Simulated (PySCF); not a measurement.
Choosing a molecule for a target property.

Each SMILES stands for a single optimised conformer of the isolated species, non-relativistic unless stated. Electronic properties by PySCF.

Dipoles, sizes and rotational constants follow the conformer. The torsions of the flexible species, by atom-mapped SMILES:
- `[CH:1]#[C:2][c:3]1[cH:4][c:5]([CH3:6])[cH:7][cH:8][c:9]1[CH2:10][CH3:11]`: C8–C9–C10–C11 98°
- `[F:1][CH:2]([F:3])[O:4][C:5](=[S:6])[C:7]([F:8])([F:9])[F:10]`: F1–C2–O4–C5 -157°, C2–O4–C5–S6 0°, O4–C5–C7–F8 -177°
- `[CH3:1][O:2][CH:3]([O:4][CH3:5])[C@H:6]([F:7])[S:8](=[O:9])(=[O:10])[Cl:11]`: C1–O2–C3–O4 80°, O2–C3–O4–C5 -167°, O2–C3–C6–F7 158°, C3–C6–S8–O9 -94°
- `[CH3:1][O:2][CH2:3][C@H:4]([OH:5])[C:6]([CH3:7])([CH3:8])[CH3:9]`: C1–O2–C3–C4 -174°, O2–C3–C4–O5 58°, C3–C4–C6–C7 -51°, H–O5–C4–C3 -52°
- `[CH2:1]=[CH:2][C@@H:3]([CH3:4])[c:5]1[cH:6][cH:7][cH:8][c:9]2[c:10]1[CH2:11]2`: C1–C2–C3–C4 120°, C2–C3–C5–C6 153°
- `[CH2:1]=[CH:2][CH2:3]/[P:4]=[P:5]/[CH2:6][CH2:7][C:8]#[N:9]`: C1–C2–C3–P4 -103°, C2–C3–P4–P5 -95°, P4–P5–C6–C7 -108°, P5–C6–C7–C8 59°

**Question.** Wanted: dipole moment between 0.5 D and 0.8 D (PBE0/pcSseg-1) and HOMO energy above -7.3 eV (PBE0/pcSseg-1), at GFN2-xTB geometries. Which candidate meets both?
A. `Cc1oc2ccccc2p1`
B. `COC[C@H](O)C(C)(C)C`
C. `COC(OC)[C@H](F)S(=O)(=O)Cl`
D. `FC(F)OC(=S)C(F)(F)F`
E. `C=CC/P=P/CCC#N`
F. `C=C[C@@H](C)c1cccc2c1C2`
G. `C#Cc1cc(C)ccc1CC`

**Answer.** G. Computed values:
```
                   species  dipole moment  HOMO energy
   C=C[C@@H](C)c1cccc2c1C2         0.35 D     -6.81 eV
          C#Cc1cc(C)ccc1CC         0.70 D     -6.65 eV
            Cc1oc2ccccc2p1         1.00 D     -6.34 eV
       FC(F)OC(=S)C(F)(F)F         1.57 D     -8.06 eV
       COC[C@H](O)C(C)(C)C         2.35 D     -7.47 eV
            C=CC/P=P/CCC#N         3.12 D     -7.08 eV
COC(OC)[C@H](F)S(=O)(=O)Cl         4.55 D     -8.36 eV
```

**Question.** Wanted: HOMO–LUMO gap above 5.5 eV (PBE0/pcSseg-1) and smallest rotational constant below 0.55 GHz (GFN2-xTB), at GFN2-xTB geometries. Which candidate meets both?
A. `C#Cc1cc(C)ccc1CC`
B. `Cc1oc2ccccc2p1`
C. `COC(OC)[C@H](F)S(=O)(=O)Cl`
D. `COC[C@H](O)C(C)(C)C`

**Answer.** C. Computed values:
```
                   species  HOMO–LUMO gap  smallest rotational constant
            Cc1oc2ccccc2p1        5.18 eV                     0.698 GHz
          C#Cc1cc(C)ccc1CC        5.74 eV                     0.613 GHz
COC(OC)[C@H](F)S(=O)(=O)Cl        7.31 eV                     0.496 GHz
       COC[C@H](O)C(C)(C)C        8.73 eV                     0.952 GHz
```
